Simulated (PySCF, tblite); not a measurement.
Isomers of C5H11FN2Si. Level: GFN2-xTB in tblite, geometry and Hessian alike; calculated harmonic values, unscaled, isolated species. Errors from tens to a few hundred cm⁻¹ against measured bands are possible. Modes of hydrogen on silicon can be 10 to 20 % off. One conformer each.

Electronic energies: PBE0/pcSseg-1 single points on the GFN2-xTB geometries (PySCF, gas phase).

```tsv
SMILES	electronic energy, lowest = 0 (kcal/mol)
C[C@]1(/C=C\F)CN[SiH2]N1	7.3
C=C[Si@@H]1NC[C@@H](CF)N1	0.0
C/N=C/[C@@H]1C[Si@@H](CF)N1	29.1
```

Problem. How do GFN2-xTB zero-point energies change the relative energies?

Solution. 
```tsv
SMILES	ZPE (kcal/mol)	of it from modes above 1550 cm⁻¹	electronic (kcal/mol)	with ZPE, lowest = 0 (kcal/mol)	lowest mode (cm⁻¹)	rings
C=C[Si@@H]1NC[C@@H](CF)N1	98.5	49.5	0.0	0.0	41	1
C[C@]1(/C=C\F)CN[SiH2]N1	97.5	48.9	7.3	6.2	43	1
C/N=C/[C@@H]1C[Si@@H](CF)N1	97.5	48.6	29.1	28.1	29	1
```

The zero-point energies span 1.0 kcal/mol, from `C[C@]1(/C=C\F)CN[SiH2]N1` to `C=C[Si@@H]1NC[C@@H](CF)N1`. The order is unchanged.

Problem. And how do the electronic energies of GFN2-xTB itself compare?

Solution. `C=C[Si@@H]1NC[C@@H](CF)N1` 15.2; `C[C@]1(/C=C\F)CN[SiH2]N1` 0.0; `C/N=C/[C@@H]1C[Si@@H](CF)N1` 36.2 kcal/mol, lowest = 0. Against the energies above, taken from the same isomer `C=C[Si@@H]1NC[C@@H](CF)N1`, the largest difference is 22.5 kcal/mol.

Problem. What do entropy and thermal enthalpy add at 298.15 K and 1 bar (rigid rotor, harmonic oscillator, one conformer each)?

Solution. 
```csv
SMILES,point group,symmetry number,S (cal/(mol K)),H − H(0) (kcal/mol),ZPE + H − H(0) − TS (kcal/mol)
C=C[Si@@H]1NC[C@@H](CF)N1,C1,1,103.7,7.41,75.0
C[C@]1(/C=C\F)CN[SiH2]N1,C1,1,98.9,7.12,75.1
C/N=C/[C@@H]1C[Si@@H](CF)N1,C1,1,106.6,7.63,73.4
```
